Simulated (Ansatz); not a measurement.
# Worked example: vertical ionisation energy of CH6AuNS (SMILES C[S][Au-][NH3+])

The species is CH6AuNS (10 atoms), meant as a singlet with charge 0. SMILES: `C[S][Au-][NH3+]`. The shape is that of a PBE0-D4/def2-TZVP optimisation. This is one conformer, not always the lowest.

Both states at this one shape; open shells run unrestricted unless said. 1 Eh = 27.2114 eV.

```tsv
level	program	singlet CH6AuNS (Eh)	doublet CH6AuNS+ (Eh)
HF/def2-SVP (core potential)	Ansatz	-627.971864	-627.749741
BLYP/def2-SVP (core potential)	Ansatz	-630.171386	-629.916739
MP2/def2-SVP (core potential), 7 core orbitals frozen	Ansatz	-628.815693	-628.556109
CCSD/def2-SVP (core potential), 7 core orbitals frozen	Ansatz	-628.825509	-628.573441
```

Problem. Work out the vertical ionisation energy at each level.

Solution. 
1. HF/def2-SVP (core potential): -627.749741 − (-627.971864) = 0.222123 Eh = 6.04 eV.
2. BLYP/def2-SVP (core potential): -629.916739 − (-630.171386) = 0.254647 Eh = 6.93 eV.
3. MP2/def2-SVP (core potential): -628.556109 − (-628.815693) = 0.259584 Eh = 7.06 eV.
4. CCSD/def2-SVP (core potential): -628.573441 − (-628.825509) = 0.252068 Eh = 6.86 eV.

No measured value is set beside it here; the levels span 6.04 to 7.06 eV. Hartree–Fock favours the state with fewer electron pairs, since it lacks pair correlation. Spin-orbit coupling is left out.
